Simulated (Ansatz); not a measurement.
oxygen atom (O), triplet. Base run: MP2/def2-TZVP (Ansatz, a quantum-chemistry and plane-wave program).

Here is a job for Ansatz.
Ansatz 0.2 input:
```yaml
crystal:
  periodic: [false, false, false]
  atoms:
    - {symbol: O, position_ang: [0.00000000, 0.00000000, 0.00000000]}
basis:
  gaussian:
    orbitals: def2-TZVP
magnetization: {spin_polarized: true, initial_magnetization: 2}
correlation: {method: mp2}
```

The base run was repeated with changes; each row names its change, and settings that it needs were set with it.

```
change               basis functions     E (Eh)  MP2 correlation (Eh)
-------------------  ---------------  ---------  --------------------
base                              31  -74.95729              -0.14167
basis = pcseg-0                    9  -74.63716              -0.05339
basis = cc-pVDZ                   14  -74.89413              -0.10196
basis = def2-SVP                  14  -74.82140              -0.10130
basis = pc-1                      14  -74.86685              -0.10185
basis = 6-31G**                   15  -74.88004              -0.09610
basis = 6-311G**                  18  -74.91815              -0.11293
basis = 6-31+G*                   19  -74.88529              -0.09853
basis = 6-311++G**                22  -74.92178              -0.11438
basis = aug-cc-pVDZ               23  -74.90697              -0.11037
basis = pc-2                      30  -74.94927              -0.13634
basis = cc-pVTZ                   30  -74.95490              -0.14315
basis = def2-TZVPD                40  -74.95853              -0.14258
```

Totals compare only among sets that treat the same electrons; sets with core potentials leave the core out.
